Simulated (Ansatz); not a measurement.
CH$_{4}$AsBS (`B1SC[AsH]1`), relaxed with RKS PBE-D4/def2-SVP in Ansatz from a rough embedded geometry. The force threshold is 0.03 eV/Å; the program also tests the step.

Charge 0, multiplicity 1.

Start:

```xyz
8

B     0.065   -0.201    1.482
S     1.477   -0.334    0.198
C     0.296    0.311   -0.952
As   -1.298    0.242    0.018
H     0.137    0.205    2.652
H     0.253   -0.312   -1.892
H     0.532    1.388   -1.255
H    -1.463   -1.299   -0.252
```

**Question.** By how much does the energy fall, and how many steps does the optimiser take? (Best estimate.)

**Answer.** Computed: 18.98 kcal/mol, in 9 steps, 1 of them rejected.

**Question.** Which bonds change most? (An estimate is asked.)

**Answer.** Computed: C3–As4 from 1.868 to 2.034 Å; B1–S2 from 1.914 to 1.786 Å; S2–C3 from 1.770 to 1.845 Å; C3–H7 from 1.143 to 1.108 Å.

**Question.** Give the relaxed structure. (An estimate is asked.)

**Answer.** Computed: 
```xyz
8

B     0.125   -0.085    1.440
S     1.531    0.176    0.371
C     0.341    0.336   -1.030
As   -1.361    0.329    0.084
H     0.172   -0.353    2.620
H     0.422   -0.530   -1.714
H     0.499    1.273   -1.600
H    -1.730   -1.147   -0.171
```
